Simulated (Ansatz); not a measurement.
Ansatz (an electronic-structure program) input (CCSD(T)/def2-SVPD):

Ansatz 0.2 input:
```yaml
crystal:
  periodic: [false, false, false]
  atoms:
    - {symbol: Al, position_ang: [0.00000000, 0.00000000, 0.00000000]}
    - {symbol: Br, position_ang: [0.00000000, 0.00000000, 2.15640065]}
    - {symbol: Br, position_ang: [-0.00000000, -0.00000000, -2.15640065]}
basis:
  gaussian:
    orbitals: def2-SVPD
total_charge: 1
magnetization: {spin_polarized: false}
correlation: {method: ccsd_t, electrons: outside_noble_gas}
output: {forces: true}
```

End of the output:

```
integrals: 0.14 GiB planned
992 factors; integrals over basis functions are off by at most 5.9e-4 eV
mean field: 0.61 GiB planned
mean field evaluation 1: about -146556.0799 eV, gradient 2.3e1 eV
mean field evaluation 2: about -146556.1181 eV, gradient 2.3e1 eV
mean field evaluation 4: about -146557.7306 eV, gradient 1.3e0 eV
mean field evaluation 8: about -146557.7444 eV, gradient 1.1e-4 eV
mean field evaluation 16: about -146557.6719 eV, gradient 1.3e0 eV
mean field -146557.74442630 eV, -5385.8977672592 hartree, gradient 1.5e-6 eV, S^2 0.000000; 0 other end points of the search recorded, 0 dependent functions left out
33 core orbitals not correlated
reference -146557.74442630 eV, -5385.8977672592 hartree; 8, 8 occupied and 65, 65 virtual orbitals, 992 factors
densities: 0.33 GiB planned
second order -7.76302762 eV of doubles, -0.00000000 eV of singles
coupled cluster: 0.24 GiB planned
cycle   1  -8.21635210 eV  change   -4.5e-1 eV  update   7.0e-2
cycle   2  -8.38049764 eV  change   -1.6e-1 eV  update   2.1e-2
cycle   3  -8.42069042 eV  change   -4.0e-2 eV  update   1.2e-2
cycle   4  -8.41721347 eV  change    3.5e-3 eV  update   2.7e-3
cycle   5  -8.41600245 eV  change    1.2e-3 eV  update   7.0e-4
cycle   6  -8.41593628 eV  change    6.6e-5 eV  update   1.9e-4
cycle   7  -8.41595031 eV  change   -1.4e-5 eV  update   4.7e-5
cycle   8  -8.41595702 eV  change   -6.7e-6 eV  update   1.5e-5
cycle   9  -8.41595452 eV  change    2.5e-6 eV  update   5.1e-6
perturbative correction -0.28225959 eV, -0.0103728487 hartree
the calculation of the forces begins
Total energy: -146566.44264041 eV, -5386.2174207320 hartree
Atom 0 at     0.000000     0.000000     0.000000 Å, force    -0.000000    -0.000000     0.000001 eV/Å
Atom 1 at     0.000000     0.000000     2.156401 Å, force     0.000000     0.000000     0.238943 eV/Å
Atom 2 at    -0.000000    -0.000000    -2.156401 Å, force    -0.000000    -0.000000    -0.238944 eV/Å
Dipole moment:    -0.000000     0.000000    -0.000000 e Å
```
